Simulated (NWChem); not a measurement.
Molecule: C₂H₆BNO; SMILES C=CB(O)N

```xyz
11

B      0.0074    -0.4895     0.0014
C     -0.6730     0.9206     0.0048
C      0.0130     2.0710    -0.0037
H     -1.7646     0.9841     0.0138
H     -0.4705     3.0468    -0.0019
H      1.1009     2.0743    -0.0127
O      1.3885    -0.5392     0.0019
H      1.7353    -1.4418    -0.0012
N     -0.7927    -1.6609    -0.0025
H     -0.4360    -2.6066    -0.0057
H     -1.8014    -1.6188    -0.0038
```
Atoms are numbered in this order, from 1.

Computed with NWChem. The geometry was optimised at B3LYP/6-31G* (spherical d). Hybrids' shares of exact exchange are those that their runs print; pure functionals count as 0. The functionals differ in more than this share.

```
row                                   share of exact exchange  orbital gap (eV)
------------------------------------  -----------------------  ----------------
PBE/def2-SVP                                             0.00              4.91
LDA (Slater exchange, VWN5)/def2-SVP                     0.00              4.87
TPSSh/def2-SVP                                           0.10              6.00
B3LYP/def2-SVP                                           0.20          withheld
BHandHLYP/def2-SVP                                       0.50              9.31
Hartree-Fock/def2-SVP                                    1.00             13.59
```

Q: Fit a straight line of the last column on the one before it, predict the withheld value, and compare with the run.

A: 
1. Means of the 5 shown rows: x = 0.320, y = 7.736. Slope Σ(x − x̄)(y − ȳ)/Σ(x − x̄)² = 6.467/0.7480 = 8.646; intercept 4.969.
2. The shown rows scatter about the line by 0.092 (root mean square); the largest residual is +0.17, at TPSSh/def2-SVP.
3. At x = 0.20 (B3LYP/def2-SVP; inside the shown range) the line gives 6.70.
4. The run gives 6.70, 0.00 from the line, 0.0 times the scatter.
